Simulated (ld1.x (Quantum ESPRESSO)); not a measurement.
# La, TM: configuration errors across variants

- Element: La
- Generator: ld1.x (Quantum ESPRESSO) 7.5
- Type: norm-conserving Troullier–Martins (Kleinman–Bylander form)
- Functional: PBE
- Relativity: fully relativistic
- Frozen core: [Kr] 4d10
- Valence charge: 11
- Reference configuration: 4f0 5s2 5p6 5d0 6s0 6p0 (charge +3)
- Partial waves: 5s (bound): rc 2.50 bohr; 5d (bound, empty): rc 3.30 bohr; 4f (bound, empty): rc 0.85 bohr; 5p (bound): rc 1.60 bohr
- Local potential: the p channel
- Core correction: Bessel-smoothed model core, default radius (core density twice the valence density)

Open shells are filled in proportion to 2j + 1 (rel_dist='average').

All-electron excitation energies from the reference (eV): (1) 4f0 5s2 5p6 5d1 6s2 6p0 -35.790; (2) 4f0 5s2 5p6 5d1 6s1 6p0 -29.825; (3) 4f0 5s2 5p6 5d1 6s0 6p0 -18.938; (4) 4f0 5s2 5p6 5d2 6s0 6p0 -29.753; (5) 4f0 5s2 5p6 5d1.5 6s1.5 6p0 -35.442.

Tests that are not counted but printed errors over 1 eV. “base”: 4f0 5s2 5p6 5d1 6s0 6p1 (solver errors, printed error -2.0 eV). “wave 5p (bound): rc 1.60 bohr becomes 5p (bound): rc 2.04 bohr”: 4f0 5s2 5p6 5d1 6s0 6p1 (solver errors, printed error -2.0 eV). “wave 4f (bound): rc 0.85 bohr becomes 4f (bound): rc 0.56 bohr”: 4f0 5s2 5p6 5d1 6s0 6p1 (solver errors, printed error -2.0 eV). “wave 5s (bound): rc 2.50 bohr becomes 5s (bound): rc 1.78 bohr”: 4f0 5s2 5p6 5d1 6s0 6p1 (solver errors, printed error -2.0 eV).

2 further variants failed, have other tests or another functional or relativity, and are left out.

A true bound ghost makes a file unfit for plane-wave use even where its test errors are small: the radial tests pick states by their node count and pass the ghost by. Where a test does run into it, the solver fails or the error is huge.

The file “base” misses its own reference levels by 1.8 eV. The file “wave 5p (bound): rc 1.60 bohr becomes 5p (bound): rc 2.04 bohr” misses its own reference levels by 1.8 eV. The file “wave 4f (bound): rc 0.85 bohr becomes 4f (bound): rc 0.56 bohr” misses its own reference levels by 1.8 eV. The file “wave 5s (bound): rc 2.50 bohr becomes 5s (bound): rc 1.78 bohr” misses its own reference levels by 1.8 eV.

Errors AE − PS in meV (a dash: test not solved or not reliable):

```tsv
change	(1)	(2)	(3)	(4)	(5)	bound ghosts
base	+578	+400	-0.2	+0.3	+405	p1/2 (extra level of the local part)
wave 5p (bound): rc 1.60 bohr becomes 5p (bound): rc 2.04 bohr	+838	+576	+0.3	+1.1	+589	p1/2 (extra level of the local part)
wave 4f (bound): rc 0.85 bohr becomes 4f (bound): rc 0.56 bohr	+578	+400	-0.2	+0.3	+405	p1/2 (extra level of the local part)
wave 5s (bound): rc 2.50 bohr becomes 5s (bound): rc 1.78 bohr	+294	+204	-0.3	+0.3	+205	not determined
```

(1) Give the same row for: all radii but the core radius scaled by about 1.39 (s 3.48, p 2.24, d 4.60, f 1.18 bohr).

Results:

(1) +1886, +1247, +85, +228, +1420; bound ghosts: s. Not counted: 4f0 5s2 5p6 5d1 6s0 6p1 (solver errors, printed error -1.9 eV).
